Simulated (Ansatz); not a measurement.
Computed with Ansatz (a quantum-chemistry and plane-wave program) with PBE0-D3(BJ)/def2-TZVP. No frequencies were computed at this level.

Ansatz 0.2 input:
```yaml
crystal:
  periodic: [false, false, false]
  atoms:
    - { symbol: C, position_ang: [-0.774636, 0.428893, -1.48435] }
    - { symbol: Si, position_ang: [0.161048, -0.792318, -0.648073] }
    - { symbol: O, position_ang: [0.622094, -0.767688, 0.906276] }
    - { symbol: C, position_ang: [0.391835, 0.190727, 1.882022] }
    - { symbol: H, position_ang: [-1.042799, 0.342953, -2.520967] }
    - { symbol: H, position_ang: [-1.123484, 1.323668, -0.993469] }
    - { symbol: H, position_ang: [0.765167, -2.06062, -0.980804] }
    - { symbol: H, position_ang: [-0.68004, 0.322661, 2.051765] }
    - { symbol: H, position_ang: [0.863583, -0.142285, 2.808649] }
    - { symbol: H, position_ang: [0.817243, 1.154013, 1.588275] }
basis:
  gaussian: { orbitals: def2-tzvp }
hamiltonian:
  xc: pbe0
  dispersion: d3bj
relax:
  max_steps: 150
```

Output:

```
Functional definition: PBE0
1043 factors; their error is unknown
mean field evaluation 1: about -12077.4421 eV, gradient 7.3e1 eV
mean field evaluation 2: about -12061.1362 eV, gradient 9.8e1 eV
mean field evaluation 4: about -12088.9847 eV, gradient 1.1e1 eV
mean field evaluation 8: about -12089.2538 eV, gradient 2.1e-1 eV
mean field evaluation 16: about -12089.2838 eV, gradient 1.2e-4 eV
mean field -12089.28380569 eV, -444.2729854484 hartree, gradient 1.2e-5 eV, S^2 0.000000; 0 other end points of the search recorded, 0 dependent functions left out
reference -12089.28383687 eV, -444.2729865940 hartree; 20, 20 occupied and 146, 146 virtual orbitals, 1043 factors
relax step   1: F+E_penalty+E_count = -12089.44666954 eV  Δ(F+E_penalty+E_count) = +0.000e0 eV  max|allowed force component| = 1.548e0 eV/Å  Δτ_max = 0.0000 Å  (28 SCF iters, accepted)
these checks for a lower state are left out or cut short: starts, cluster_reference, orbital_swaps, neighbouring_geometries, increment
1043 factors; their error is unknown
mean field -12089.42931137 eV, -444.2783326835 hartree, gradient 2.2e-5 eV, S^2 0.000000; 0 other end points of the search recorded, 0 dependent functions left out
reference -12089.42934253 eV, -444.2783338286 hartree; 20, 20 occupied and 146, 146 virtual orbitals, 1043 factors
relax step   2: F+E_penalty+E_count = -12089.59266064 eV  Δ(F+E_penalty+E_count) = -1.460e-1 eV  max|allowed force component| = 5.711e-1 eV/Å  Δτ_max = 0.1390 Å  (31 SCF iters, accepted)
these checks for a lower state are left out or cut short: starts, cluster_reference, orbital_swaps, neighbouring_geometries, increment
1043 factors; their error is unknown
mean field evaluation 32: about -12089.4625 eV, gradient 2.1e-5 eV
mean field -12089.46248232 eV, -444.2795516932 hartree, gradient 2.1e-5 eV, S^2 0.000000; 0 other end points of the search recorded, 0 dependent functions left out
reference -12089.46251335 eV, -444.2795528334 hartree; 20, 20 occupied and 146, 146 virtual orbitals, 1043 factors
relax step   3: F+E_penalty+E_count = -12089.62676545 eV  Δ(F+E_penalty+E_count) = -3.410e-2 eV  max|allowed force component| = 1.970e-1 eV/Å  Δτ_max = 0.1103 Å  (31 SCF iters, accepted)
these checks for a lower state are left out or cut short: starts, cluster_reference, orbital_swaps, neighbouring_geometries, increment
1043 factors; their error is unknown
mean field -12089.46674014 eV, -444.2797081654 hartree, gradient 2.1e-5 eV, S^2 0.000000; 0 other end points of the search recorded, 0 dependent functions left out
reference -12089.46677113 eV, -444.2797093040 hartree; 20, 20 occupied and 146, 146 virtual orbitals, 1043 factors
relax step   4: F+E_penalty+E_count = -12089.63126140 eV  Δ(F+E_penalty+E_count) = -4.496e-3 eV  max|allowed force component| = 2.026e-1 eV/Å  Δτ_max = 0.0260 Å  (31 SCF iters, accepted)
these checks for a lower state are left out or cut short: starts, cluster_reference, orbital_swaps, neighbouring_geometries, increment
1043 factors; their error is unknown
mean field -12089.46986025 eV, -444.2798228270 hartree, gradient 2.1e-5 eV, S^2 0.000000; 0 other end points of the search recorded, 0 dependent functions left out
reference -12089.46989111 eV, -444.2798239614 hartree; 20, 20 occupied and 146, 146 virtual orbitals, 1043 factors
relax step   5: F+E_penalty+E_count = -12089.63480058 eV  Δ(F+E_penalty+E_count) = -3.539e-3 eV  max|allowed force component| = 9.784e-2 eV/Å  Δτ_max = 0.0244 Å  (31 SCF iters, accepted)
these checks for a lower state are left out or cut short: starts, cluster_reference, orbital_swaps, neighbouring_geometries, increment
1043 factors; their error is unknown
mean field -12089.47017894 eV, -444.2798345388 hartree, gradient 2.1e-5 eV, S^2 0.000000; 0 other end points of the search recorded, 0 dependent functions left out
reference -12089.47020974 eV, -444.2798356709 hartree; 20, 20 occupied and 146, 146 virtual orbitals, 1043 factors
relax step   6: F+E_penalty+E_count = -12089.63564877 eV  Δ(F+E_penalty+E_count) = -8.482e-4 eV  max|allowed force component| = 3.280e-2 eV/Å  Δτ_max = 0.0345 Å  (31 SCF iters, accepted)
these checks for a lower state are left out or cut short: starts, cluster_reference, orbital_swaps, neighbouring_geometries, increment
1043 factors; their error is unknown
mean field -12089.47019431 eV, -444.2798351037 hartree, gradient 2.1e-5 eV, S^2 0.000000; 0 other end points of the search recorded, 0 dependent functions left out
reference -12089.47022509 eV, -444.2798362349 hartree; 20, 20 occupied and 146, 146 virtual orbitals, 1043 factors
relax step   7: F+E_penalty+E_count = -12089.63574832 eV  Δ(F+E_penalty+E_count) = -9.955e-5 eV  max|allowed force component| = 1.033e-2 eV/Å  Δτ_max = 0.0045 Å  (32 SCF iters, accepted)
these checks for a lower state are left out or cut short: starts, cluster_reference, orbital_swaps, neighbouring_geometries, increment
1043 factors; their error is unknown
mean field evaluation 64: about -12089.4702 eV, gradient 1.2e-4 eV
mean field -12089.47014993 eV, -444.2798334727 hartree, gradient 2.1e-5 eV, S^2 0.000000; 0 other end points of the search recorded, 0 dependent functions left out
reference -12089.47018071 eV, -444.2798346038 hartree; 20, 20 occupied and 146, 146 virtual orbitals, 1043 factors
relax step   8: F+E_penalty+E_count = -12089.63575324 eV  Δ(F+E_penalty+E_count) = -4.912e-6 eV  max|allowed force component| = 2.430e-3 eV/Å  Δτ_max = 0.0029 Å  (33 SCF iters, accepted)
1043 factors; their error is unknown
mean field -12089.47014993 eV, -444.2798334727 hartree, gradient 2.1e-5 eV, S^2 0.000000; 1 other end points of the search recorded, 0 dependent functions left out
reference -12089.47018071 eV, -444.2798346038 hartree; 20, 20 occupied and 146, 146 virtual orbitals, 1043 factors
Total energy: -12089.63578401 eV, -444.2859204131 hartree
Atom 0 at    -0.722344     0.397907    -1.372813 Å, force     0.000230    -0.000291     0.000525 eV/Å
Atom 1 at     0.182446    -0.808599    -0.607408 Å, force    -0.000584     0.000696    -0.000714 eV/Å
Atom 2 at     0.663991    -0.817189     0.945557 Å, force     0.000724    -0.001429    -0.000039 eV/Å
Atom 3 at     0.368159     0.221007     1.860303 Å, force    -0.000296    -0.000413    -0.002430 eV/Å
Atom 4 at    -0.979840     0.282800    -2.419603 Å, force     0.000172    -0.000271    -0.000668 eV/Å
Atom 5 at    -1.076206     1.301134    -0.892094 Å, force    -0.000004    -0.000214     0.000364 eV/Å
Atom 6 at     0.676534    -2.044844    -1.233920 Å, force    -0.000076     0.000082     0.000226 eV/Å
Atom 7 at    -0.712334     0.336499     1.987100 Å, force     0.000115     0.001253     0.000676 eV/Å
Atom 8 at     0.812840    -0.042245     2.820073 Å, force     0.000379    -0.000223     0.000863 eV/Å
Atom 9 at     0.786765     1.173535     1.522126 Å, force    -0.000661     0.000810     0.001196 eV/Å
Dipole moment:     0.057568     0.036613     0.254004 e Å
```

Cost: very roughly 70 core-seconds.
